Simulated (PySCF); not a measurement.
BaF (SMILES [F][Ba+]), charge +1, singlet, at a GFN2-xTB geometry (such geometries of metal compounds can be far from the true shape) (core potentials on Ba); CAMB3LYP/def2-SVP, TDA in PySCF.

Input for PySCF:
```python
from pyscf import gto, scf, dft, tdscf

mol = gto.M(
    atom='''
Ba   -0.000000   -0.000000   -0.325436
F     0.000000    0.000000    2.024934
''',
    basis='def2-svp',
    ecp={'Ba': 'def2-svp'},
    charge=1,
    spin=0,
    verbose=4,
)

mf = dft.RKS(mol)
mf.xc = 'camb3lyp'
mf.kernel()
td = mf.TDA()
td.nstates = 5
td.kernel()
td.analyze(verbose=3)
```

Output, abridged:

```
PySCF version 2.14.0

[INPUT] verbose = 4
[INPUT] num. atoms = 2
[INPUT] num. electrons = 18
[INPUT] charge = 1
[INPUT] spin (= nelec alpha-beta = 2S) = 0
[INPUT] symmetry False subgroup None
[INPUT] Mole.unit = angstrom
[INPUT] Symbol           X                Y                Z      unit          X                Y                Z       unit  Magmom
[INPUT]  1 Ba     0.000000000000   0.000000000000  -0.325436000000 AA    0.000000000000   0.000000000000  -0.614984911074 Bohr   0.0
[INPUT]  2 F      0.000000000000   0.000000000000   2.024934000000 AA    0.000000000000   0.000000000000   3.826570680320 Bohr   0.0

nuclear repulsion = 20.2631708976885
number of shells = 15
number of NR pGTOs = 73
number of NR cGTOs = 37
basis = def2-svp
ecp = {'Ba': 'def2-svp'}

******** <class 'pyscf.dft.rks.RKS'> ********
method = RKS
initial guess = minao
damping factor = 0
level_shift factor = 0
DIIS = <class 'pyscf.scf.diis.CDIIS'>
diis_start_cycle = 1
diis_space = 8
diis_damp = 0
SCF conv_tol = 1e-09
SCF conv_tol_grad = None
SCF max_cycles = 50
direct_scf = True
direct_scf_tol = 1e-13
XC library pyscf.dft.libxc version 7.1.2
    S. Lehtola, C. Steigemann, M. J. T. Oliveira, and M. A. L. Marques,  SoftwareX 7, 1–5 (2018)
XC functionals = camb3lyp
    T. Yanai, D. P. Tew, and N. C. Handy,  Chem. Phys. Lett. 393, 51 (2004)
radial grids:
    Treutler-Ahlrichs [JCP 102, 346 (1995); DOI:10.1063/1.469408] (M4) radial grids

becke partition: Becke, JCP 88, 2547 (1988); DOI:10.1063/1.454033
pruning grids: <function nwchem_prune>
grids dens level: 3
symmetrized grids: False
atomic radii adjust function: <function treutler_atomic_radii_adjust>
small_rho_cutoff = 0
Set gradient conv threshold to 3.16228e-05
Initial guess from minao.
tot grids = 38192
init E= -114.998674070818
  HOMO = -0.697656952702049  LUMO = -0.273198654016614  gap/eV = 11.55010
cycle= 1 E= -124.896327033539  delta_E= -9.9  |g|= 0.789  |ddm|= 2.03
  HOMO = -0.274008531881436  LUMO = -0.22256239428927  gap/eV = 1.39992
cycle= 2 E= -123.837939164658  delta_E= 1.06  |g|= 2.53  |ddm|= 2.13
  HOMO = -0.505566067802289  LUMO = -0.20672792692179  gap/eV = 8.13180
cycle= 3 E= -125.024609300464  delta_E= -1.19  |g|= 0.0744  |ddm|= 1.61
  HOMO = -0.50843436745443  LUMO = -0.214526111113649  gap/eV = 7.99765
cycle= 4 E= -125.025502413413  delta_E= -0.000893  |g|= 0.0322  |ddm|= 0.0796
  HOMO = -0.518297264396015  LUMO = -0.212693074446268  gap/eV = 8.31591
cycle= 5 E= -125.025694019256  delta_E= -0.000192  |g|= 0.00475  |ddm|= 0.0244
  HOMO = -0.519827250585534  LUMO = -0.212551309437753  gap/eV = 8.36140
cycle= 6 E= -125.025698933908  delta_E= -4.91e-06  |g|= 0.000303  |ddm|= 0.00653
  HOMO = -0.519795242095631  LUMO = -0.212550485122094  gap/eV = 8.36056
cycle= 7 E= -125.025699033952  delta_E= -1e-07  |g|= 8.3e-05  |ddm|= 0.00136
  HOMO = -0.519777897129262  LUMO = -0.212544084655999  gap/eV = 8.36026
cycle= 8 E= -125.025699047502  delta_E= -1.36e-08  |g|= 1.61e-05  |ddm|= 0.000633
  HOMO = -0.519781341822702  LUMO = -0.212543540221862  gap/eV = 8.36037
cycle= 9 E= -125.025699047746  delta_E= -2.44e-10  |g|= 2.95e-06  |ddm|= 6.84e-05
  HOMO = -0.519781029659747  LUMO = -0.212543852627356  gap/eV = 8.36035
Extra cycle  E= -125.025699047754  delta_E= -8.1e-12  |g|= 1.32e-06  |ddm|= 7.77e-06
converged SCF energy = -125.025699047754

******** <class 'pyscf.tdscf.rks.TDA'> for <class 'pyscf.dft.rks.RKS'> ********
nstates = 5 singlet
deg_eia_thresh = 1.000e-03
wfnsym = None
conv_tol = 1e-05
eigh lindep = 1e-12
eigh level_shift = 0
eigh max_cycle = 100

Excitation energies (eV)
[5.46004599 5.46004599 5.56247551 5.98228647 5.98228647]

** Singlet excitation energies and oscillator strengths **
Excited State   1:      5.46005 eV    227.08 nm  f=0.0085
Excited State   2:      5.46005 eV    227.08 nm  f=0.0085
Excited State   3:      5.56248 eV    222.89 nm  f=0.0020
Excited State   4:      5.98229 eV    207.25 nm  f=0.0000
Excited State   5:      5.98229 eV    207.25 nm  f=0.0000
```
